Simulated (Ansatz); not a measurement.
Relaxation of C₂H₃BF (7 atoms, charge 0, multiplicity 2), to a largest force component of 0.02 eV/Å in at most 50 steps.

Computed with UKS PBE-D4/6-31G* in Ansatz 0.2.0.

```xyz
7
Properties=species:S:1:pos:R:3:forces:R:3
B -0.257 -1.891 0.593 0.22 -1.10 0.53
C -0.521 -0.657 -0.003 -0.35 1.55 -0.78
C 0.441 0.505 0.020 -0.49 -0.75 0.06
F -1.679 -0.337 -0.672 0.02 -0.25 0.12
H 0.674 0.804 -1.001 0.20 0.13 -0.48
H -0.016 1.350 0.533 -0.15 0.43 0.30
H 1.358 0.226 0.531 0.55 -0.01 0.26
```

Problem. Where does it end, and by what steps?

Solution. The run converged. After 9 steps the energy has fallen by 0.085 eV; B1 moved furthest, 0.11 Å.

| step | energy less start (eV) | largest force component (eV/Å) | accepted |
| --- | --- | --- | --- |
| 0 | 0.0000 | 1.551 | yes |
| 1 | -0.0389 | 0.584 | yes |
| 2 | -0.0654 | 0.523 | yes |
| 3 | 0.0968 | 1.452 | no |
| 4 | -0.0802 | 0.269 | yes |
| 5 | -0.0835 | 0.143 | yes |
| 6 | -0.0849 | 0.060 | yes |
| 7 | -0.0851 | 0.031 | yes |
| 8 | -0.0841 | 0.113 | no |
| 9 | -0.0852 | 0.014 | yes |

```xyz
7
Properties=species:S:1:pos:R:3
B -0.307 -1.892 0.690
C -0.488 -0.667 -0.105
C 0.437 0.502 0.006
F -1.693 -0.370 -0.669
H 0.684 0.879 -1.005
H -0.012 1.336 0.578
H 1.378 0.211 0.505
```

The run took 16 s on 2 threads of Intel(R) Xeon(R) Platinum 8488C (Sapphire Rapids), with other jobs on the host, peak memory 0.17 GiB.
